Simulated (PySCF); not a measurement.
ketene (C2H2O), singlet, at a GFN2-xTB geometry, with bond 4-1 at 1.5 times its length; PBE0/6-31G* (PySCF).

Input for PySCF:
```python
from pyscf import gto, scf, dft

mol = gto.Mole()
mol.atom = '''
    C    -0.011482    0.021363   -1.191901
    C     0.000930   -0.001730    0.096497
    H     0.002496    0.948264   -1.730061
    H    -0.048470   -1.339178   -2.047889
    O     0.012120   -0.022550    1.258131
'''
mol.basis = '6-31g*'
mol.charge = 0
mol.spin = 0
mol.verbose = 4
mol.build()

mf = dft.RKS(mol)
mf.xc = 'pbe0'
mf.kernel()
mo_i, mo_e, stable_i, stable_e = mf.stability(internal=True, external=True, return_status=True, nroots=6, tol=1e-6)
print('internally stable:', stable_i, ' externally stable:', stable_e)
if not stable_e:
    umf = mf.to_uhf() if not hasattr(mf, 'xc') else mf.to_uks()
    umf.scf_summary = {}
    umf.kernel(umf.make_rdm1(mo_e, umf.mo_occ))
mf.analyze()
```

Output, abridged:

```
PySCF version 2.14.0

[INPUT] verbose = 4
[INPUT] num. atoms = 5
[INPUT] num. electrons = 22
[INPUT] charge = 0
[INPUT] spin (= nelec alpha-beta = 2S) = 0
[INPUT] symmetry False subgroup None
[INPUT] Mole.unit = angstrom
[INPUT] Symbol           X                Y                Z      unit          X                Y                Z       unit  Magmom
[INPUT]  1 C     -0.011482000000   0.021363000000  -1.191901000000 AA   -0.021697835362   0.040370219199  -2.252366457595 Bohr   0.0
[INPUT]  2 C      0.000930000000  -0.001730000000   0.096497000000 AA    0.001757445296  -0.003269226195   0.182352901842 Bohr   0.0
[INPUT]  3 H      0.002496000000   0.948264000000  -1.730061000000 AA    0.004716756407   1.791959253785  -3.269341468791 Bohr   0.0
[INPUT]  4 H     -0.048470000000  -1.339178000000  -2.047889000000 AA   -0.091595025258  -2.530679652043  -3.869949343509 Bohr   0.0
[INPUT]  5 O      0.012120000000  -0.022550000000   1.258131000000 AA    0.022903480630  -0.042613324109   2.377523018825 Bohr   0.0

nuclear repulsion = 57.5109949736437
number of shells = 22
number of NR pGTOs = 89
number of NR cGTOs = 46
basis = 6-31g*
ecp = {}

******** <class 'pyscf.dft.rks.RKS'> ********
method = RKS
initial guess = minao
damping factor = 0
level_shift factor = 0
DIIS = <class 'pyscf.scf.diis.CDIIS'>
diis_start_cycle = 1
diis_space = 8
diis_damp = 0
SCF conv_tol = 1e-09
SCF conv_tol_grad = None
SCF max_cycles = 50
direct_scf = True
direct_scf_tol = 1e-13
XC library pyscf.dft.libxc version 7.1.2
    S. Lehtola, C. Steigemann, M. J. T. Oliveira, and M. A. L. Marques,  SoftwareX 7, 1–5 (2018)
XC functionals = pbe0
    C. Adamo and V. Barone,  J. Chem. Phys. 110, 6158 (1999)
    M. Ernzerhof and G. E. Scuseria,  J. Chem. Phys. 110, 5029 (1999)
radial grids:
    Treutler-Ahlrichs [JCP 102, 346 (1995); DOI:10.1063/1.469408] (M4) radial grids

becke partition: Becke, JCP 88, 2547 (1988); DOI:10.1063/1.454033
pruning grids: <function nwchem_prune>
grids dens level: 3
symmetrized grids: False
atomic radii adjust function: <function treutler_atomic_radii_adjust>
small_rho_cutoff = 0
Set gradient conv threshold to 3.16228e-05
Initial guess from minao.
tot grids = 61936
init E= -152.666076350449
cycle= 1 E= -152.247728853689  delta_E= 0.418  |g|= 0.635  |ddm|=  2.3
cycle= 2 E= -151.971824056209  delta_E= 0.276  |g|= 1.34  |ddm|= 1.43
cycle= 3 E= -152.33055157624  delta_E= -0.359  |g|= 0.187  |ddm|= 1.03
cycle= 4 E= -152.339518951162  delta_E= -0.00897  |g|= 0.0533  |ddm|= 0.186
cycle= 5 E= -152.340230915353  delta_E= -0.000712  |g|= 0.0139  |ddm|= 0.0514
cycle= 6 E= -152.340284763353  delta_E= -5.38e-05  |g|= 0.00323  |ddm|= 0.0162
cycle= 7 E= -152.340288144117  delta_E= -3.38e-06  |g|= 0.000366  |ddm|= 0.00351
cycle= 8 E= -152.34028818318  delta_E= -3.91e-08  |g|= 7.5e-05  |ddm|= 0.000541
cycle= 9 E= -152.340288185069  delta_E= -1.89e-09  |g|= 8.41e-06  |ddm|= 8.3e-05
cycle= 10 E= -152.340288185092  delta_E= -2.35e-11  |g|= 1.28e-06  |ddm|= 1.16e-05
Extra cycle  E= -152.340288185092  delta_E= 4.55e-13  |g|= 1.99e-06  |ddm|= 2.5e-06
converged SCF energy = -152.340288185092
rhf_internal: lowest eigs of H = [0.45384641 0.99203049 1.15802245 1.27122038 1.41041961 1.46710429]
<class 'pyscf.dft.rks.RKS'> wavefunction is stable in the internal stability analysis
rhf_real2complex: lowest eigs of H = [0.09866284 0.22339732 0.23179045 0.26565618 0.30182161 0.317427  ]
<class 'pyscf.dft.rks.RKS'> wavefunction is stable in the real -> complex stability analysis
rhf_external: lowest eigs of H = [0.07644794 0.10007592 0.1529006  0.18745347 0.18935761 0.26307807]
<class 'pyscf.dft.rks.RKS'> wavefunction is stable in the RHF/RKS -> UHF/UKS stability analysis
internally stable: True  externally stable: True
**** SCF Summaries ****
Total Energy =                        -152.340288185091993
Nuclear Repulsion Energy =              57.510994973643690
One-electron Energy =                 -320.064102112660635
Two-electron Energy =                  110.212818953924952
Two-electron Coulomb Energy =          130.042837199336617
DFT Exchange-Correlation Energy =      -19.830018245411665
**** MO energy ****
MO #1   energy= -19.2856368964473  occ= 2
MO #2   energy= -10.3529354951555  occ= 2
MO #3   energy= -10.2671705600293  occ= 2
MO #4   energy= -1.14427751980057  occ= 2
MO #5   energy= -0.793594018162471 occ= 2
MO #6   energy= -0.545262088302711 occ= 2
MO #7   energy= -0.502691184216108 occ= 2
MO #8   energy= -0.463727682832425 occ= 2
MO #9   energy= -0.462517314908711 occ= 2
MO #10  energy= -0.371703566548955 occ= 2
MO #11  energy= -0.252291874322186 occ= 2
MO #12  energy= -0.0731271556875912 occ= 0
MO #13  energy= 0.0523559632521664 occ= 0
MO #14  energy= 0.086066983784602  occ= 0
MO #15  energy= 0.18052740045104   occ= 0
MO #16  energy= 0.223809088189753  occ= 0
MO #17  energy= 0.333657245503396  occ= 0
MO #18  energy= 0.531266787220218  occ= 0
MO #19  energy= 0.543363945665187  occ= 0
 ** Mulliken pop on meta-lowdin orthogonal AOs  **
 ** Mulliken pop  **
 ** Mulliken atomic charges  **
charge of    0C =     -0.40963
charge of    1C =      0.39284
charge of    2H =      0.16618
charge of    3H =      0.11654
charge of    4O =     -0.26594
Dipole moment(X, Y, Z, Debye): -0.01681, -0.02334, -1.63163
```
